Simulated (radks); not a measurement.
Results of a calculation; reference values are marked as such.
Trend from La+ to Lu+: ionisation energy by Delta-SCF between NIST ground configurations, and size. Code: a radial shooting solver on a logarithmic mesh with Libxc functionals. Model: non-relativistic Kohn-Sham, r2SCAN, spin-polarised, spherical densities, point nucleus; open shells are filled with parallel spins first (spin-orbit coupling, left out, can overturn this in heavy ions); meta-GGA in the generalised Kohn-Sham scheme.

La+: configuration [Xe] 5d2; configuration of the ion [Xe] 5d1; IE (eV) 11.423; NIST (eV) 11.185; kind exp.; -e(HOMO) (eV) 7.784 (5d); r at 0.001 e/bohr^3 (bohr) 4.35
Ce+: configuration [Xe] 4f1 5d2; configuration of the ion [Xe] 4f2; IE (eV) 7.640; NIST (eV) 10.96; kind semi-emp.; -e(HOMO) (eV) 7.849 (5d); r at 0.001 e/bohr^3 (bohr) 4.30
Pr+: configuration [Xe] 4f3 6s1; configuration of the ion [Xe] 4f3; IE (eV) 10.079; NIST (eV) 10.63; kind semi-emp.; -e(HOMO) (eV) 8.107 (6s); r at 0.001 e/bohr^3 (bohr) 4.70
Nd+: configuration [Xe] 4f4 6s1; configuration of the ion [Xe] 4f4; IE (eV) 10.224; NIST (eV) 10.78; kind semi-emp.; -e(HOMO) (eV) 8.216 (6s); r at 0.001 e/bohr^3 (bohr) 4.67
Pm+: configuration [Xe] 4f5 6s1; configuration of the ion [Xe] 4f5; IE (eV) 10.358; NIST (eV) 10.94; kind semi-emp.; -e(HOMO) (eV) 8.319 (6s); r at 0.001 e/bohr^3 (bohr) 4.64
Sm+: configuration [Xe] 4f6 6s1; configuration of the ion [Xe] 4f6; IE (eV) 10.486; NIST (eV) 11.08; kind semi-emp.; -e(HOMO) (eV) 8.416 (6s); r at 0.001 e/bohr^3 (bohr) 4.62
Eu+: configuration [Xe] 4f7 6s1; configuration of the ion [Xe] 4f7; IE (eV) 10.607; NIST (eV) 11.24; kind semi-emp.; -e(HOMO) (eV) 8.510 (6s); r at 0.001 e/bohr^3 (bohr) 4.59
Gd+: configuration [Xe] 4f7 5d1 6s1; configuration of the ion [Xe] 4f7 5d1; IE (eV) 11.577; NIST (eV) 12.08; kind semi-emp.; -e(HOMO) (eV) 9.308 (6s); r at 0.001 e/bohr^3 (bohr) 4.64
Tb+: configuration [Xe] 4f9 6s1; configuration of the ion [Xe] 4f9; IE (eV) 10.779; NIST (eV) 11.51; kind semi-emp.; -e(HOMO) (eV) 8.657 (6s); r at 0.001 e/bohr^3 (bohr) 4.56
Dy+: configuration [Xe] 4f10 6s1; configuration of the ion [Xe] 4f10; IE (eV) 10.859; NIST (eV) 11.65; kind semi-emp.; -e(HOMO) (eV) 8.722 (6s); r at 0.001 e/bohr^3 (bohr) 4.54
Ho+: configuration [Xe] 4f11 6s1; configuration of the ion [Xe] 4f11; IE (eV) 10.937; NIST (eV) 11.78; kind semi-emp.; -e(HOMO) (eV) 8.786 (6s); r at 0.001 e/bohr^3 (bohr) 4.52
Er+: configuration [Xe] 4f12 6s1; configuration of the ion [Xe] 4f12; IE (eV) 11.015; NIST (eV) 11.92; kind semi-emp.; -e(HOMO) (eV) 8.848 (6s); r at 0.001 e/bohr^3 (bohr) 4.50
Tm+: configuration [Xe] 4f13 6s1; configuration of the ion [Xe] 4f13; IE (eV) 11.092; NIST (eV) 12.07; kind semi-emp.; -e(HOMO) (eV) 8.909 (6s); r at 0.001 e/bohr^3 (bohr) 4.49
Yb+: configuration [Xe] 4f14 6s1; configuration of the ion [Xe] 4f14; IE (eV) 11.169; NIST (eV) 12.179; kind exp.; -e(HOMO) (eV) 8.970 (6s); r at 0.001 e/bohr^3 (bohr) 4.47
Lu+: configuration [Xe] 4f14 6s2; configuration of the ion [Xe] 4f14 6s1; IE (eV) 12.767; NIST (eV) 14.13; kind semi-emp.; -e(HOMO) (eV) 10.390 (6s); r at 0.001 e/bohr^3 (bohr) 4.84

Reference values: NIST Atomic Spectra Database (exp. = measured, semi-emp. = semi-empirical, theory = theoretical value adopted there). Relativity is left out here, which matters for elements this heavy. Open shells are spherical and high-spin; term and fine-structure splittings are not resolved.
